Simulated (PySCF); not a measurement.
## Dipole moment and polarisability of `B1OBOBO1`

B3H3O3.
Structure used (PBE0-D3(BJ)/def2-SVP), in Å, numbered top down from 1:
```xyz
9
B3H3O3 angstrom
B     -0.6400    1.1764    0.2342
O     -1.3372   -0.0027    0.1730
B     -0.6865   -1.1860   -0.0629
O      0.6712   -1.1823   -0.2509
B      1.3796   -0.0098   -0.1981
O      0.7176    1.1652    0.0465
H     -1.2128    2.2100    0.4520
H     -1.3019   -2.2170   -0.1038
H      2.5698   -0.0113   -0.3660
```

Level: B3LYP/def2-SVPD (PySCF), static field, nuclei fixed, core orbitals frozen in the response. The polarisability tensor in these axes (au):

```
x   50.75  0.30 -2.32
y    0.30 50.78  2.15
z   -2.32  2.15 34.37
```

Q: Diagonalise the tensor; give its mean and Δα, where Δα² is half the sum of the squared differences of the eigenvalues.

A: Principal values 33.77, 51.06 and 51.07 au; mean 45.30 au = 6.71 Å³ = 7.47 × 10⁻⁴⁰ C²·m²/J; Δα = 17.29 au (38 % of the mean).

Q: What is the dipole moment?

A: 0.01 D; point group D3h allows none, and the residue is numerical.

Q: Refractivity n − 1 of an ideal gas of it at 350 K and 1 atm, from the electronic α?

A: N = p/kT = 2.0968 × 10¹⁹ cm⁻³, so n − 1 = 2π × N × 6.71 × 10⁻²⁴ cm³ = 884 × 10⁻⁶ at long wavelengths.

Q: What molar refraction does this α imply?

A: Lorentz–Lorenz: R = (4π/3)N_A α = 2.5225 cm³/(mol·Å³) × 6.71 Å³ = 16.9 cm³/mol, in the limit of long wavelengths.

Q: Find the Langevin capture rate constant for O2+ (31.990 u) meeting this molecule (84.036 u), k = 2.342 × 10⁻⁹ cm³/s × √(α in Å³ / reduced mass in u).

A: The reduced mass is 23.17 u, so k = 1.26 × 10⁻⁹ cm³/s.

Q: Sum over states: ᾱ = Σ f/ω², ω in Eh. What share falls to these 10 lowest TDDFT singlets (eV, f)? 7.18, 0.0000; 7.24, 0.0000; 7.24, 0.0000; 7.28, 0.0467; 8.38, 0.0000; 8.66, 0.0003; 8.66, 0.0003; 8.85, 0.0000; 8.86, 0.0000; 9.03, 0.0354.

A: They add up to 0.98 au, 2.2 % of the 45.30 au; the largest single term is 0.65 au, from the state at 7.28 eV. Terms in order: 0.00, 0.00, 0.00, 0.65, 0.00, 0.00, 0.00, 0.00, 0.00, 0.32 au. Higher excitations give the rest. The strengths listed sum to 0.083.

Q: What are the principal values of the traceless quadrupole moment, Θ = ½Σq(3rr − r²1), about the centre of nuclear charge?

A: -3.01, -3.00, 6.01 D·Å. The electronic extent ⟨r²⟩ about the same centre is 413 bohr², a root-mean-square distance of 1.66 Å for the 42 electrons.

Isolated species at its PBE0-D3(BJ)/def2-SVP geometry, gas phase.

These values come from a run that also computed excited states and ΔSCF ions. Hardware: Arm Neoverse V2, one thread, no GPU (shared host). Cost: 26 s wall (grids of density and orbitals included), 0.63 GiB resident at most.
